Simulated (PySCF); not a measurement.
ClGaH3N, SMILES [NH2][GaH][Cl]. Coordinates come from a PBE0-D3(BJ)/def2-TZVP optimisation. One conformer was computed; it need not be the lowest.

### Question
Give the equilibrium geometry at PBE0-D3(BJ)/def2-TZVP (PySCF confirms it by a frequency run) as Cartesian coordinates in Å, and its point group. (The exact figures need the calculation; the answer reports its results.)

### Answer
One answer among several that fit: point group Cs.
```xyz
6

Ga    -0.4019    -0.3846     0.0000
H     -1.9208    -0.6736     0.0000
Cl     0.3150     1.6404     0.0000
N      0.9114    -1.6157     0.0000
H      1.8872    -1.3728     0.0000
H      0.7559    -2.6086     0.0000
```
